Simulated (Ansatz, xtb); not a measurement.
Two structures of C2H2GeSi

Structure I: a singlet given by its coordinates. Structure II: a singlet given by its coordinates. Both are isolated molecules in the gas phase, relaxed with B3LYP/6-31G*.

I (Å):

```xyz
6

C    -0.3264   -1.3230   -1.2121
C     0.7920   -2.1815   -1.2617
Ge    2.0610   -3.3310   -0.6664
Si    0.1895   -2.2067    0.5753
H    -1.2832   -1.6485   -1.6273
H    -0.1855   -0.2402   -1.2479
```

Close contacts (Å): C1–C2 1.41, C1–Si4 2.06, C2–Ge3 1.81, C2–Si4 1.93, Ge3–Si4 2.51, C1–H5 1.09, C1–H6 1.09.

II (Å):

| atom | x (Å) | y (Å) | z (Å) |
| --- | --- | --- | --- |
| C | 0.7067 | -1.4324 | -1.3819 |
| C | -0.4171 | -2.2298 | -1.1346 |
| Ge | 0.2796 | -1.9026 | 0.7464 |
| Si | -1.6314 | -3.1376 | -0.3047 |
| H | 1.6307 | -1.8790 | -1.7518 |
| H | 0.5914 | -0.3760 | -1.6283 |

Close contacts (Å): C1–C2 1.40, C1–Ge3 2.22, C2–Ge3 2.03, C2–Si4 1.73, Ge3–Si4 2.51, C1–H5 1.09, C1–H6 1.09.

Energies in hartree; the thermal terms are from B3LYP/6-31G* harmonic frequencies (ideal gas, rigid rotor, one conformer each, 600 K, 1 atm) and include the zero-point energy:

```
                                I            II
E, CCSD(T)/def2-TZVP  −2441.841890  −2441.849190
   zero-point energy      0.031891      0.032020
        H(600 K) − E      0.047097      0.047265
        G(600 K) − E     −0.035218     −0.035232
```

Problem. Work out ΔE, ΔE₀, ΔH and ΔG for I → II in kJ/mol (1 Eh = 2625.50 kJ/mol) and the equilibrium ratio [II]/[I].

Solution. 1. ΔE = −2441.849190 − (−2441.841890) = −0.007300 Eh = −19.17 kJ/mol.
2. ΔE₀ = ΔE + ΔZPE = −0.007300 + (+0.000129) Eh = −18.83 kJ/mol.
3. ΔH = ΔE + (+0.000168) Eh = −18.73 kJ/mol.
4. ΔG = ΔE + (−0.000014) Eh = −19.20 kJ/mol, so ΔS = (ΔH − ΔG)/T = +0.8 J/(mol K).
5. kT = 1.9001 mEh, so K = [II]/[I] = exp(−ΔG/kT) = exp(+3.85) ≈ 47.

Structure II is favoured at this temperature. An error of 4 kJ/mol in ΔG would change K by a factor of 2.2. GFN2-xTB found them nearly level. HF/STO-3G gave ΔE the other sign. Mirror images and further conformers aren't counted.

Other levels gave ΔE = +1.9 (GFN2-xTB); +23.8 (HF/STO-3G, GFN2-xTB geometries); −11.1 (r2SCAN-D4/def2-SVP, GFN2-xTB geometries); −20.5 (B3LYP/6-31G*); −28.4 (HF/def2-TZVP); −14.6 (MP2/def2-TZVP) kJ/mol. The correlated steps freeze 16 core orbitals; the filled d shell of Ge is correlated, in a basis made for valence electrons. Programs: Ansatz 0.2.0, xtb 6.7.1.
